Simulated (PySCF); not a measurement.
Compound: C6H11PSi.
Atom-mapped SMILES: `[SiH3:1][CH2:2][P:3]1[CH:4]=[CH:5][CH2:6][CH:7]=[CH:8]1` (hydrogens: H9, H10, H11 on Si1; H12, H13 on C2; H14 on C4; H15 on C5; H16, H17 on C6; H18 on C7; H19 on C8)

Geometry (PBE0-D3(BJ)/def2-SVP, Å), atoms numbered from 1 in this order:
```
atom  x, y, z in Å
Si1    2.2281    0.6477   -0.4322
C2     1.6584   -1.1434   -0.6030
P3    -0.1286   -1.5375   -0.2279
C4    -0.3741   -0.6841    1.3574
C5    -1.2833    0.2734    1.5802
C6    -2.1897    0.8824    0.5561
C7    -1.8646    0.5721   -0.8719
C8    -1.0011   -0.3576   -1.2991
H9     1.4277    1.5531   -1.3091
H10    3.6663    0.7527   -0.8387
H11    2.1118    1.1123    0.9822
H12    2.2725   -1.7892    0.0484
H13    1.8502   -1.4983   -1.6306
H14    0.2249   -1.0510    2.1983
H15   -1.3953    0.6619    2.5996
H16   -3.2356    0.5806    0.7678
H17   -2.2016    1.9798    0.6926
H18   -2.3948    1.1759   -1.6181
H19   -0.8553   -0.4893   -2.3772
```

Level: CAM-B3LYP/def2-SVPD in PySCF, non-relativistic, on one gas-phase PBE0-D3(BJ)/def2-SVP geometry that isn't relaxed in the solvent. The solvent is an IEF-PCM continuum (Bondi radii, 1.10 Å for H, scaled by 1.2), and excitations are vertical TDDFT with non-equilibrium linear response and a frozen core. Specific hydrogen bonds and non-electrostatic terms are outside this model.

Gas-phase singlets (H = HOMO, L = LUMO):

```
state  E (eV)  λ (nm)      f  leading configuration
   S1   4.764     260  0.020                H→L 99%
   S2   5.359     231  0.196              H→L+1 90%
   S3   5.876     211  0.012              H→L+2 79%
   S4   6.434     193  0.017              H→L+6 26%
   S5   6.604     188  0.017              H→L+3 62%
```

How does the list change in benzene (ε = 2.271)?

```
state  E (eV)  λ (nm)      f  leading configuration  change by rank (eV)
   S1   4.783     259  0.028                H→L 99%               +0.019
   S2   5.328     233  0.305              H→L+1 91%               -0.031
   S3   5.913     210  0.025              H→L+2 73%               +0.037
   S4   6.444     192  0.028              H→L+8 35%               +0.010
   S5   6.607     188  0.033              H→L+3 50%               +0.003
```

How do the frontier levels move from gas to benzene?

```tsv
orbital	gas (eV)	solvent (eV)	change (eV)	Löwdin shares, gas	Löwdin shares, solvent
LUMO+2	1.24	1.31	+0.07	Si1 23 %, C7 8 %, C5 7 %, C6 6 %	Si1 28 %, C7 6 %, H10 6 %, C5 6 %
LUMO+1	0.91	0.98	+0.07	P3 12 %, C2 12 %, C5 9 %, C7 9 %	P3 13 %, C2 11 %, C5 10 %, C7 9 %
LUMO	0.73	0.80	+0.07	C8 16 %, C4 16 %, C5 16 %, C7 16 %	C8 16 %, C4 16 %, C5 16 %, C7 16 %
HOMO	-7.20	-7.18	+0.02	P3 41 %, C8 10 %, C4 10 %, C2 10 %	P3 40 %, C8 10 %, C4 10 %, C2 10 %
HOMO-1	-9.14	-9.07	+0.07	C4 21 %, C8 20 %, C5 20 %, C7 20 %	C4 21 %, C8 20 %, C5 20 %, C7 20 %
HOMO-2	-9.41	-9.35	+0.06	P3 16 %, C8 15 %, C4 15 %, C2 11 %	P3 16 %, C8 15 %, C4 15 %, C2 11 %
HOMO-3	-10.07	-9.97	+0.10	C4 15 %, C8 15 %, P3 14 %, C7 9 %	C4 15 %, C8 15 %, P3 14 %, C7 9 %
```

The HOMO–LUMO gap goes from 7.94 to 7.99 eV.

The run took 69 s of wall time on one thread of an Arm Neoverse V2, no GPU, shared host with 96 logical CPUs at a one-minute load of 69, and the process peaked at 1.6 GiB of memory. This is the whole response run at CAM-B3LYP/def2-SVPD in benzene, SCF included.
